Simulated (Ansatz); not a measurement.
```xyz
11

F    -1.185   -2.312   -0.517
B    -1.464   -1.522    0.511
Si   -0.257    0.018    0.894
C     1.387    0.132   -0.071
Si    0.193    1.296   -0.933
H    -2.479   -1.750    1.111
H    -0.291    0.681    2.220
H     1.686   -0.773   -0.595
H     2.220    0.588    0.459
H    -0.286    0.899   -2.276
H     0.476    2.743   -0.802
```

The species carries charge 0 and has multiplicity 1.

Q: List the PBE0/def2-TZVPP orbital energies in eV (Ansatz 0.2.0). (Best estimate.)

A: The calculation gave: Occupied: -1802.65, -1802.27, -674.45, -278.14, -186.26, -145.01, -144.67, -99.68, -99.66, -99.65, -99.34, -99.32, -99.29, -34.07, -19.94, -16.00, -14.86, -13.89, -13.44, -13.10, -12.21, -11.67, -10.73, -9.91, -8.68, -7.84, -6.67. Lowest empty: -1.80, 0.02, 0.17, 0.83, 1.09, 1.62, 1.99, 2.21.
